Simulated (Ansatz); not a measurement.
## Relative stability

The two ends of one reaction step of AlH3O3F2, singlet (PBE0-D4/def2-TZVP).

A:

Al1  (-0.420, -0.112, -0.178)
O2  (0.592, -0.987, 1.267)
F3  (-0.417, -1.518, -1.064)
F4  (-1.806, 0.317, 0.619)
H5  (1.370, -0.525, 1.596)
O6  (0.764, 1.167, -0.451)
O7  (-0.248, 1.355, -1.514)
H8  (0.862, -1.861, 0.959)
H9  (-0.697, 2.164, -1.234)
(Å)

B:

```
9
angstrom
Al -0.7526 -0.6063 -0.1390
O 0.4860 -0.8029 1.0433
F -0.7997 -1.6916 -1.3744
F -2.1804 0.0836 0.3295
H 1.3769 0.5212 0.4084
O 1.3658 1.2500 -0.2717
O 0.0440 1.0556 -0.7759
H 0.9055 -1.6389 1.2372
H -0.4455 1.8291 -0.4574
```

Ansatz 0.2.0; basis: def2-TZVPP; cores frozen in the correlated methods. B3LYP uses VWN-RPA correlation.

(1) Which structure is lower at CCSD(T), and by how much? (Judge from chemistry; the value comes from the calculation.)

(2) Do the other methods give the same order? (A judgement: the text doesn't fix the answer.)

No T1 diagnostic of these runs exceeds 0.013.

Answers

(1) Computed: B, by 1.4 kJ/mol (electronic energy, against the other); a gap this small isn't resolved in one triple-zeta basis. By their contacts, A is AlH₃O₃F₂ ([OH2][Al]1([F])([F])[O][OH]1) and B is AlH₃O₃F₂ ([OH][OH][Al]([OH])([F])[F]).

(2) Computed: Not all: RPA on PBE gives the other order.

```tsv
method	E(B) − E(A) (kJ/mol)
SPW92	-17.0
PBE-D4	-8.3
BLYP-D4	-9.1
r2SCAN-D4	-2.8
B97M-V	-1.1
PBE0-D4	-8.2
B3LYP-D4	-9.0
r2SCAN0-D4	-4.4
BHLYP-D4	-8.7
CAM-B3LYP-D4	-10.6
wB97X-V	-6.0
wB97M-V	-4.8
B2PLYP	-5.3
PBE-QIDH	-5.2
RPA on PBE	1.8
HF	-4.6
MP2	-2.7
CCSD	-2.2
CCSD(T)	-1.4
```

Labels in which every atom is bracketed show which atoms are joined, not bond orders.

For scale, one of the runs: CCSD(T)/def2-TZVPP, 239 basis functions, launched by `ansatz run in.yaml --threads 8 --pin off --events-out ev --progress --plain --max-ram 19148MiB`. Hardware: 8 CPU threads of an Intel Xeon Platinum 8259CL, shared host. Wall time 73 s; peak host memory 5.1 GiB.
